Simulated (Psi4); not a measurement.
cadmium atom (Cd), singlet (all electrons, no relativity); BLYP/3-21G (Psi4).

Psi4 was given this input:
```
memory 2 GB

molecule mol {
0 1
  Cd    0.000000    0.000000    0.000000
}

set basis 3-21g
set reference rks
set scf_type pk

energy('blyp')
print_variables()
```

**Question.** Predict the main parts of the log of this Psi4 run.

**Answer.** 
```
   => Loading Basis Set <=

    Name: 3-21G
    Role: ORBITAL
    Keyword: BASIS

         ---------------------------------------------------------
                                   SCF
               by Justin Turney, Rob Parrish, Andy Simmonett
                          and Daniel G. A. Smith
                              RKS Reference
         ---------------------------------------------------------

  ==> Geometry <==

    Molecular point group: d2h
    Geometry (in Angstrom), charge = 0, multiplicity = 1:

       Center              X                  Y                   Z               Mass
    ------------   -----------------  -----------------  -----------------  -----------------
         CD           0.000000000000     0.000000000000     0.000000000000   113.903365090000

  Running in d2h symmetry.

  Rotational constants: A = ************  B = ************  C = ************ [cm^-1]
  Rotational constants: A = ************  B = ************  C = ************ [MHz]
  Nuclear repulsion =    0.000000000000000

  Charge       = 0
  Multiplicity = 1
  Electrons    = 48
  Nalpha       = 24
  Nbeta        = 24

  ==> Algorithm <==

  SCF Algorithm Type is PK.
  DIIS enabled.
  MOM disabled.
  Fractional occupation disabled.
  Guess Type is CORE.
  Energy threshold   = 1.00e-06
  Density threshold  = 1.00e-06
  Integral threshold = 1.00e-12

  ==> Primary Basis <==

  Basis Set: 3-21G
    Blend: 3-21G
    Number of shells: 14
    Number of basis functions: 39
    Number of Cartesian functions: 39
    Spherical Harmonics?: false
    Max angular momentum: 2

  ==> DFT Potential <==

   => LibXC <=

    Version 7.1.2
    S. Lehtola, C. Steigemann, M. J. T. Oliveira, and M. A. L. Marques,  SoftwareX 7, 1–5 (2018) (10.1016/j.softx.2017.11.002)

   => Composite Functional: BLYP <=

    BLYP GGA Exchange-Correlation Functional

    P.J. Stephens et. al., J. Phys. Chem., 98, 11623-11627, 1994
    B. Miehlich et. al., Chem. Phys. Lett., 157(3), 200-206 1989

    Deriv               =              1
    GGA                 =           TRUE
    Meta                =          FALSE

    Exchange Hybrid     =          FALSE
    MP2 Hybrid          =          FALSE

   => Exchange Functionals <=

    1.0000     XC_GGA_X_B88

   => Correlation Functionals <=

    1.0000     XC_GGA_C_LYP

   => LibXC Density Thresholds  <==

    XC_GGA_C_LYP:  1.00E-14
    XC_GGA_X_B88:  1.00E-15

   => Molecular Quadrature <=

    Radial Scheme          =       TREUTLER
[...]
   @RKS iter   6: -5442.73720493048131   -2.19693e-03   2.08297e-04 DIIS/ADIIS
   @RKS iter   7: -5442.73721998360543   -1.50531e-05   1.04409e-05 DIIS
   @RKS iter   8: -5442.73722002883005   -4.52246e-08   1.05650e-06 DIIS
   @RKS iter   9: -5442.73722002894738   -1.17325e-10   1.14955e-08 DIIS
  Energy and wave function converged.

  ==> Post-Iterations <==

   Electrons on quadrature grid:
      Ntotal   =   47.9999985973 ; deviation = -1.403e-06

    Orbital Energies [Eh]
    ---------------------

    Doubly Occupied:

[...]
    Virtual:

[...]
    Final Occupation by Irrep:
             Ag   B1g   B2g   B3g    Au   B1u   B2u   B3u
    DOCC [     9,    2,    2,    2,    0,    3,    3,    3 ]
    NA   [     9,    2,    2,    2,    0,    3,    3,    3 ]
    NB   [     9,    2,    2,    2,    0,    3,    3,    3 ]

  @RKS Final Energy: -5442.73722002894738

   => Energetics <=

    Nuclear Repulsion Energy =              0.0000000000000000
    One-Electron Energy =               -7518.8787533843624260
    Two-Electron Energy =                2226.9039980479287806
    DFT Exchange-Correlation Energy =    -150.7624646925137029
    Empirical Dispersion Energy =           0.0000000000000000
    VV10 Nonlocal Energy =                  0.0000000000000000
    Total Energy =                      -5442.7372200289473767

Computation Completed

Properties will be evaluated at   0.000000,   0.000000,   0.000000 [a0]

Properties computed using the SCF density matrix

 Multipole Moments:

 ------------------------------------------------------------------------------------
     Multipole            Electronic (a.u.)      Nuclear  (a.u.)        Total (a.u.)
 ------------------------------------------------------------------------------------

 L = 1.  Multiply by 2.5417464519 to convert [e a0] to [Debye]
 Dipole X            :          0.0000000            0.0000000            0.0000000
 Dipole Y            :          0.0000000            0.0000000            0.0000000
 Dipole Z            :          0.0000000            0.0000000            0.0000000
 Magnitude           :                                                    0.0000000

 ------------------------------------------------------------------------------------

  Variable Map:
  ----------------------------------------------------------------------------
[...]
  Array Variable Map:
  ----------------------------------------------------------------------------
[...]
[...]
```
